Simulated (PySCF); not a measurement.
Species: CH6N2Si.
SMILES: `C=N[SiH2]N`

Torsions of this conformer, `[CH2:1]=[N:2][SiH2:3][NH2:4]`: C1–N2–Si3–N4 -125°, H–N4–Si3–N2 77°, H–N4–Si3–N2 -64°.

The closed-shell ground state was solved at several levels (PySCF, density fitting, gas phase, non-relativistic). The structure is a single PBE0-D3(BJ)/def2-SVP conformer in the gas phase; no vibrational or solvent corrections.

```csv
level,basis functions,HOMO (eV),LUMO (eV),gap (eV),dipole (D)
CAM-B3LYP/def2-SVPD,132,-8.40,0.32,8.72,1.40
PBE0/pcSseg-1,105,-6.91,-0.73,6.18,1.45
wB97X-D/pcSseg-2,235,-8.88,0.97,9.85,1.44
```

What might B3LYP/6-31G* (72 basis functions) give for the same quantities?

HOMO -6.45 eV, LUMO -0.59 eV, gap 5.86 eV, dipole 1.42 D.

Over all these levels, which gives the widest orbital gap and which the narrowest?

wB97X-D/pcSseg-2 (range-separated hybrid) has the widest, 9.85 eV, and B3LYP/6-31G* (global hybrid, 20 % exact exchange) the narrowest, 5.86 eV. Functional and basis both differ between the two, so the spread mixes both effects.

How far do the dipole and the HOMO energy spread over the levels?

The dipole runs from 1.40 to 1.45 D (mean 1.43 D) and the HOMO from -8.88 to -6.45 eV.
